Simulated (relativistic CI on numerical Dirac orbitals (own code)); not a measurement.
**Radial parameters of Pt¹⁷⁺**

Calculated at this level of theory: Dirac-Coulomb-Breit CI, orbitals from a KLI potential per configuration, a model potential for QED, unscaled Slater integrals (own radial code, finite nucleus).

Slater integrals F^k, G^k are unscaled and averaged over j, outside the closed core [Kr]; ζ comes from projecting the Hamiltonian with its Breit term on Σ l·s of the shell.

- 4d10 4f13 5s2: ζ(4f) = 7830.1 cm⁻¹; <r>(4f) = 0.481, <r^2>(4f) = 0.2733 (bohr units).
- 4d10 4f13 5s 5p: ζ(4f) = 7874.7, G^3(4f,5s) = 36648, F^2(4f,5p) = 87101, G^2(4f,5p) = 31144, G^4(4f,5p) = 27667, G^1(5s,5p) = 149250, ζ(5p) = 118810 cm⁻¹; <r>(4f) = 0.4805, <r^2>(4f) = 0.2727, <r>(5s) = 0.854, <r^2>(5s) = 0.8116, <r>(5p) = 0.9256, <r^2>(5p) = 0.9559 (bohr units).
- 4d10 4f14 5p: ζ(5p) = 115550 cm⁻¹; <r>(5p) = 0.931, <r^2>(5p) = 0.9673 (bohr units).

Averages of the first 10 configurations, taken without configuration mixing, which lowers the lowest level and can move excited configurations by several eV; other configurations of the list can lie among them:

| Configuration | Parity | States | Average energy above the lowest level (eV) |
| --- | --- | --- | --- |
| 4d10 4f13 5s2 | odd | 14 | 6.0 |
| 4d10 4f14 5s | even | 2 | 0.3 |
| 4d10 4f13 5s 5p | even | 168 | 58.3 |
| 4d10 4f14 5p | odd | 6 | 55.2 |
| 4d10 4f12 5s2 5p | odd | 546 | 69.0 |
| 4d10 4f13 5s 5d | odd | 280 | 133.5 |
| 4d10 4f12 5s 5p2 | even | 2730 | 124.1 |
| 4d10 4f14 5d | even | 10 | 127.8 |
| 4d10 4f13 5s 5f | even | 392 | 209.5 |
| 4d10 4f12 5s2 5d | even | 910 | 146.7 |
